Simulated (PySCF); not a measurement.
# Structure from NMR data

Molecular formula: C₅H₉F₃O₂Si. Simulated spectra:

¹H NMR (400 MHz, computed): δ 5.16 (m, 1H), 4.85 (m, 1H), 4.60 (m, 1H), 4.39 (m, 1H), 4.25 (m, 1H), 2.43 (m, 1H), 1.05 (d, 3H).

¹³C{¹H} NMR (computed): δ 135.2 (C), 77.4 (CH), 69.0 (CH2), 40.3 (CH), 14.7 (CH3).

A single conformation, non-relativistic Hamiltonian, averaged over atoms made equivalent by symmetry, fast rotation or ring inversion, in vacuum. σ from GIAO-PBE0/pcSseg-1; GFN2-xTB structure; PySCF.

Chemical shifts δ = σref − σ; TMS for ¹H, ¹³C, all at this level.

Question: Which candidate is it?
A. C[C@@H]1CO[SiH2]O[C@H]1C(F)(F)F
B. C[C@@H]1CO[SiH2]O[C@@H]1C(F)(F)F
C. FC(F)(F)O[C@H]1C[SiH2]CCO1
D. FC(F)(F)O[C@H]1COCC[SiH2]1
E. C[Si](C)(C)OC(=O)C(F)(F)F

Answer: B. 

- The formula gives 1 degree of unsaturation (1 ring in the answer).
- 5 carbon signals for 5 carbons: no two carbons are equivalent.
- Carbon types of the structure: 1 × C, 2 × CH, 1 × CH2, 1 × CH3, leaving 2 H on heteroatoms.
- δC 135.2: CF3 carbon; 3 electronegative neighbours deshield it.
- δC 77.4: sp3 CH bonded to O; pulled downfield by the heteroatom.
- δC 69.0: sp3 CH2 bonded to O; the inductive effect lowers its shielding.
- δC 40.3: sp3 CH in a ring; a saturated carbon with 3 carbon neighbours and no heteroatom attached.
- δC 14.7: methyl carbon; a saturated carbon with 1 carbon neighbour and no heteroatom attached.

The others: FC(F)(F)O[C@H]1C[SiH2]CCO1 would give 9 signals for carbon-bound and other non-exchanging H, not 7; C[Si](C)(C)OC(=O)C(F)(F)F would give 3 carbon signals, not 5; C[C@@H]1CO[SiH2]O[C@H]1C(F)(F)F has carbons computed at 135.0, 78.7, 66.8, 35.5, 19.0; FC(F)(F)O[C@H]1COCC[SiH2]1 would give 9 signals for carbon-bound and other non-exchanging H, not 7.

Splittings by ¹⁹F in the carbon and heteronuclear signals aren't shown, as no couplings were computed. Shifts are as computed. Against solution values, carbons near 30 ppm lie about +3 ppm off and those near 130 ppm about +5 ppm. Of 1211 compounds with measured shifts, 218 miss one by over three times the rms of a fit or turn the order of signals round; such compounds aren't used in these exercises. Multiplicities follow the n + 1 count of equivalent neighbours, as no J values were calculated; m marks all less simple cases, F and P coupling included.
